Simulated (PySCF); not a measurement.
SMILES Cc1ccc(C(=O)Cl)s1, C$_{6}$H$_{5}$ClOS

Cartesian coordinates in Å; atom numbers follow the order of the lines, from 1:
```xyz
14

C     0.1274    1.1749   -2.2785
C     0.0109    0.4894   -0.9666
C    -1.1207   -0.0195   -0.3839
C    -0.8873   -0.6057    0.8641
C     0.4348   -0.5460    1.2416
C     1.0907   -1.0184    2.4224
O     2.2439   -0.9466    2.7120
Cl   -0.0475   -1.8037    3.5517
S     1.3990    0.2500    0.0282
H    -0.8447    1.2351   -2.7611
H     0.5202    2.1826   -2.1486
H     0.8127    0.6360   -2.9314
H    -2.0912    0.0288   -0.8449
H    -1.6486   -1.0574    1.4729
```

Computed, not measured: PySCF 2.14.0, GIAO wB97X-D/pcSseg-1 magnetisability, rotational g tensor and spin-rotation constants, non-relativistic, gas phase. Geometry: GFN2-xTB.

(1) How diamagnetic is it, and how anisotropic?

(2) Split it along the inertial axes a, b, c into diamagnetic and paramagnetic parts about the centre of mass, with the quadrupole moment.

(3) And the rotational g tensor?

Answers

(1) Isotropic -1475 × 10⁻³⁰ J/T², or -88.8 × 10⁻⁶ cm³/mol; principal values -1959, -1334, -1132 × 10⁻³⁰ J/T², anisotropy 747 × 10⁻³⁰ J/T² (root of half the summed squared differences of the principal values). The susceptibility is in cgs units.

(2) 
```
axis  χ (10⁻⁶ cm³/mol)  diamagnetic (10⁻⁶ cm³/mol)  paramagnetic (10⁻⁶ cm³/mol)  summed x² of all electrons (Å²)  quadrupole Θ (D Å)
   a             -79.6                      -496.1                        416.4                            392.5               +4.73
   b             -68.9                     -1731.7                       1662.8                            101.3               -1.00
   c            -118.0                     -2094.7                       1976.8                             15.7               -3.73
```
Anisotropies 2χaa − χbb − χcc = +27.6 and 2χbb − χaa − χcc = +59.9 × 10⁻⁶ cm³/mol. Θ is traceless in Buckingham's convention.

(3) 
```csv
axis,rotational constant (GHz),g,nuclear part,electronic part
a,3.0648,-0.0556,0.5439,-0.5996
b,0.7089,-0.0153,0.5384,-0.5538
c,0.5778,+0.0013,0.5378,-0.5366
```
Asymmetric top; isotopes 12C, 35Cl, 1H, 16O, 32S; no vibrational averaging.
